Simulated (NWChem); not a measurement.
System: C2H6STe; SMILES CS[Te]C

Excerpt of the output:

```
             Northwest Computational Chemistry Package (NWChem) 7.3.0
             --------------------------------------------------------

 C1  symmetry detected

                             Geometry "geometry" -> ""
                             -------------------------

 Output coordinates in angstroms (scale by  1.889725989 to convert to a.u.)

  No.       Tag          Charge          X              Y              Z
 ---- ---------------- ---------- -------------- -------------- --------------
    1 Te                  52.0000     0.33933257    -0.71199037    -0.06127556
    2 C                    6.0000    -1.76573927    -1.24453924     0.17731270
    3 H                    1.0000    -1.84098366    -2.34185508     0.04671953
    4 H                    1.0000    -2.37482954    -0.72969700    -0.58688078
    5 H                    1.0000    -2.08410055    -0.95994412     1.19583628
    6 S                   16.0000     0.15298981     1.59763252     0.64590182
    7 C                    6.0000    -0.32340277     2.48247295    -0.88713976
    8 H                    1.0000     0.43941997     2.35947415    -1.67920048
    9 H                    1.0000    -0.38558806     3.55419237    -0.60694245
   10 H                    1.0000    -1.31219645     2.15160636    -1.25866955

 Effective nuclear repulsion energy (a.u.)     446.9685739735

                                 NWChem DFT Module
                                 -----------------

 Summary of "ao basis" -> "ao basis" (spherical)
 ------------------------------------------------------------------------------
       Tag                 Description            Shells   Functions and Types
 ---------------- ------------------------------  ------  ---------------------
 Te                         def2-svp                10       26   4s4p2d
 C                          def2-svp                 6       14   3s2p1d
 H                          def2-svp                 3        5   2s1p
 S                          def2-svp                 8       18   4s3p1d

            General Information
            -------------------
          SCF calculation type: DFT
          Wavefunction type:  closed shell.
          No. of atoms     :    10
          No. of electrons :    58
           Alpha electrons :    29
            Beta electrons :    29
          Charge           :     0
          Spin multiplicity:     1
          Use of symmetry is: off; symmetry adaption is: off
          Maximum number of iterations: 150
          AO basis - number of functions:   102
                     number of shells:    48
          Convergence on energy requested:  1.00D-06
          Convergence on density requested:  1.00D-05
          Convergence on gradient requested:  5.00D-04

              XC Information
              --------------
                        BHLYP Method XC Functional
                     Hartree-Fock (Exact) Exchange  0.500
                        Slater Exchange Functional  0.500 local
                    Becke 1988 Exchange Functional  0.500 non-local
              Lee-Yang-Parr Correlation Functional  1.000

             Grid Information
             ----------------
          Grid used for XC integration:  medium
          Radial quadrature: Mura-Knowles
          Angular quadrature: Lebedev.
          Tag              B.-S. Rad. Rad. Pts. Rad. Cut. Ang. Pts.
          ---              ---------- --------- --------- ---------
          Te                  1.40      123          11.0       590
          C                   0.70       49          12.0       434
          H                   0.35       45          14.0       434
          S                   1.00       88          11.0       590
          Grid pruning is: on
          Number of quadrature shells:   579
          Spatial weights used:  Erf1

      Superposition of Atomic Density Guess
      -------------------------------------

 Sum of atomic energies:        -786.81633196

      Non-variational initial energy
      ------------------------------

 Total energy =    -744.054087
 1-e energy   =   -1625.747323
 2-e energy   =     627.776240
 HOMO         =      -0.226967
 LUMO         =      -0.027376

     ---------------------------------------------
      Total Density - Mulliken Population Analysis
     ---------------------------------------------

    Atom       Charge   Shell Charges
 -----------   ------   -------------------------------------------------------
    1 Te  24    23.82   1.77  0.27  1.21  0.64  2.89  3.15  1.95  1.87  9.85  0.24
    2 C    6     6.40   1.99  0.95  0.32  1.94  1.19  0.02
    3 H    1     0.87   0.66  0.19  0.03
    4 H    1     0.88   0.66  0.19  0.03
    5 H    1     0.88   0.66  0.19  0.03
    6 S   16    16.26   2.00  1.99  1.20  0.68  5.94  1.69  2.71  0.05
    7 C    6     6.23   1.99  0.95  0.26  1.92  1.09  0.02
    8 H    1     0.89   0.67  0.20  0.02
    9 H    1     0.88   0.66  0.20  0.02
   10 H    1     0.89   0.67  0.19  0.02

   convergence    iter        energy       DeltaE   RMS-Dens  Diis-err
 ---------------- ----- ----------------- --------- --------- ---------
 d= 0,ls=0.0,diis     1   -745.6999895238 -1.00D+03  5.69D-03  2.01D-01
 d= 0,ls=0.0,diis     2   -745.7268895656 -2.69D-02  2.12D-03  3.23D-02
 d= 0,ls=0.0,diis     3   -745.7306162364 -3.73D-03  6.75D-04  7.96D-03
 d= 0,ls=0.0,diis     4   -745.7316896992 -1.07D-03  1.83D-04  3.02D-04
 d= 0,ls=0.0,diis     5   -745.7317325137 -4.28D-05  4.43D-05  1.65D-05
  Resetting Diis
 d= 0,ls=0.0,diis     6   -745.7317352567 -2.74D-06  1.07D-05  1.20D-06
 d= 0,ls=0.0,diis     7   -745.7317354338 -1.77D-07  4.90D-06  1.20D-07

         Total DFT energy =     -745.731735433837
      One electron energy =    -1629.057445847571
           Coulomb energy =      688.805860832332
    Exchange-Corr. energy =      -59.397146278451
 Nuclear repulsion energy =      253.916995859854

 Numeric. integr. density =       58.000058333624

                       DFT Final Molecular Orbital Analysis
                       ------------------------------------

 Vector   27  Occ=2.000000D+00  E=-3.396411D-01
              MO Center=  2.0D-01,  6.0D-01,  2.6D-01, r^2= 4.1D+00
   Bfn.  Coefficient  Atom+Function         Bfn.  Coefficient  Atom+Function
  ----- ------------  ---------------      ----- ------------  ---------------
    12      0.316991   1 Te py               67     -0.313196   6 S  py
    68     -0.253174   6 S  pz               64     -0.240959   6 S  py
    11     -0.209249   1 Te px               15      0.203561   1 Te py
    65     -0.181015   6 S  pz                4     -0.163177   1 Te s
     3     -0.156305   1 Te s                14     -0.152701   1 Te px

 Vector   28  Occ=2.000000D+00  E=-2.848899D-01
              MO Center=  1.5D-02,  1.2D+00,  4.4D-01, r^2= 3.0D+00
   Bfn.  Coefficient  Atom+Function         Bfn.  Coefficient  Atom+Function
  ----- ------------  ---------------      ----- ------------  ---------------
    66      0.600499   6 S  px               63      0.405952   6 S  px
    60      0.229533   6 S  px               30      0.158470   2 C  px
    29      0.156914   2 C  s                68     -0.152948   6 S  pz
    11     -0.145452   1 Te px               33      0.125481   2 C  px
     4     -0.122266   1 Te s                88     -0.116308   8 H  s

 Vector   29  Occ=2.000000D+00  E=-2.554652D-01
              MO Center=  2.6D-01, -5.4D-01, -5.5D-02, r^2= 2.9D+00
   Bfn.  Coefficient  Atom+Function         Bfn.  Coefficient  Atom+Function
  ----- ------------  ---------------      ----- ------------  ---------------
    13      0.557875   1 Te pz               16      0.536593   1 Te pz
    10     -0.219242   1 Te pz                7     -0.171207   1 Te pz
    76      0.132810   7 C  s                12     -0.129223   1 Te py
    15     -0.128499   1 Te py               59     -0.122609   6 S  s
    14      0.091276   1 Te px               68     -0.086265   6 S  pz

 Vector   30  Occ=0.000000D+00  E=-1.137272D-02
              MO Center=  2.9D-01, -1.1D-01,  6.6D-02, r^2= 4.4D+00
   Bfn.  Coefficient  Atom+Function         Bfn.  Coefficient  Atom+Function
  ----- ------------  ---------------      ----- ------------  ---------------
    15      0.795657   1 Te py               67      0.600281   6 S  py
    59     -0.407693   6 S  s                12      0.395757   1 Te py
    29      0.285295   2 C  s                68      0.258872   6 S  pz
    64      0.249597   6 S  py                3      0.225384   1 Te s
    16      0.203728   1 Te pz               58     -0.179672   6 S  s

 Vector   31  Occ=0.000000D+00  E= 3.601671D-02
              MO Center= -3.3D-01, -6.7D-01, -4.3D-03, r^2= 4.9D+00
   Bfn.  Coefficient  Atom+Function         Bfn.  Coefficient  Atom+Function
  ----- ------------  ---------------      ----- ------------  ---------------
    29      1.369914   2 C  s                14      0.961064   1 Te px
     4     -0.585273   1 Te s                33      0.489985   2 C  px
    47     -0.380012   4 H  s                42     -0.334941   3 H  s
    11      0.305567   1 Te px               52     -0.277140   5 H  s
    30      0.275245   2 C  px                3     -0.245802   1 Te s

 Vector   32  Occ=0.000000D+00  E= 8.541635D-02
              MO Center= -6.8D-01,  1.8D+00, -8.0D-01, r^2= 6.6D+00
   Bfn.  Coefficient  Atom+Function         Bfn.  Coefficient  Atom+Function
  ----- ------------  ---------------      ----- ------------  ---------------
    76      2.382966   7 C  s                99     -1.058600  10 H  s
    94     -0.892647   9 H  s                89     -0.840925   8 H  s
    47     -0.617913   4 H  s                59     -0.604311   6 S  s
    29      0.585740   2 C  s                68      0.546988   6 S  pz
    42     -0.358089   3 H  s                33     -0.287888   2 C  px

[...]
```

Level: BHandHLYP/def2-SVP with def2 effective core potentials on Te. Structure relaxed at the PBE-D3(BJ)/def2-SVP level. Not confirmed as a minimum by frequencies. def2 effective core potentials on Te; no spin-orbit coupling.

Question: Which NWChem input produces such a log?

Answer: This is not unique; one that fits is the input that was run:
```
start job
memory heap 200 mb stack 900 mb global 1100 mb
geometry units angstroms noautoz
  Te     0.317641    -0.721650    -0.016525
  C     -1.805500    -1.204575     0.159304
  H     -1.901037    -2.301583     0.039870
  H     -2.377667    -0.686490    -0.630796
  H     -2.150419    -0.899747     1.163221
  S      0.160193     1.600565     0.655568
  C     -0.246030     2.475552    -0.903114
  H      0.539247     2.325447    -1.668095
  H     -0.293264     3.551953    -0.638369
  H     -1.229363     2.161697    -1.302828
end
basis spherical
  * library def2-svp
end
ecp
  Te library def2-ecp
end
dft
  xc bhlyp
  iterations 150
  mulliken
end
task dft energy
```
